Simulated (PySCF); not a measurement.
CrO₂Cl₂, SMILES [O]=[Cr](=[O])([Cl])[Cl], multiplicity 1. Geometry optimised at PBE-D3(BJ)/def2-SVP. The multiplicity is an assumed one; other spin states were not compared. The isomer is the one that the SMILES or the coordinates give; other isomers of the formula were not compared.

These are PBE-D3(BJ)/def2-SVP in PySCF values and carry that method's errors.

Harmonic wavenumbers (cm⁻¹): 137, 218, 232, 269, 360, 467, 494, 1080, 1096. Rotational constants (GHz): 3.166, 1.870, 1.544; symmetry number 2.

Problem. Work out the zero-point energy and the ideal-gas rigid-rotor harmonic-oscillator thermochemistry at 298.15 K and 1 atm.

Solution. ZPE = ½ Σ hcν = ½ × 4354 cm⁻¹ = 26.04 kJ/mol. H − E(el) = 43.97 kJ/mol. Entropy in J/(mol K): translation 171.64, rotation 111.20, vibration 45.83, total 328.67. G − E(el) = -54.02 kJ/mol. Cp = 83.35 J/(mol K). Modes under 150 cm⁻¹ make the vibrational entropy uncertain.
